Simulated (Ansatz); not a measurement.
BaO2⁻. Charge -1, multiplicity 4. Geometry r2SCAN-D4/def2-TZVPD; atoms count from 1.

```csv
atom,x (Å),y (Å),z (Å)
Ba1,-0.635,0.280,-0.313
O2,1.217,1.543,-0.164
O3,-0.582,-1.822,0.477
```

In the def2 sets Ba takes a core potential; there is no spin–orbit coupling. The highest occupied level of the charge -1 quartet lies above zero (up to 0.62 eV). The electron is either unbound and held by the finite basis, or the level is raised by self-interaction error. At PBE0-D4/def2-TZVPD a doublet of charge -1 lies 1.14 eV below the quartet, each at its own geometry. The structure comes from a short search, and lower isomers may exist.

(1) Estimate the Mulliken populations from the PBE0/def2-TZVPD orbitals of Ansatz.

(2) Where does the spin sit?

(3) And the Mayer bond orders between heavy atoms (over 0.3)?

Answers

(1) 
```csv
atom,charge (e),spin (α − β)
Ba1,0.55,1.20
O2,-0.77,0.90
O3,-0.77,0.90
```
Mulliken values depend strongly on the basis. With diffuse functions, as here, like atoms can get unlike values, and bond orders can come out too low or too high.

(2) Summed by element: Ba 1.20, O 1.80, of 3 unpaired in all. Largest on single atoms: Ba1 1.20, O3 0.90, O2 0.90.

(3) Ba1–O2 0.36 (2.25 Å); Ba1–O3 0.36 (2.25 Å).
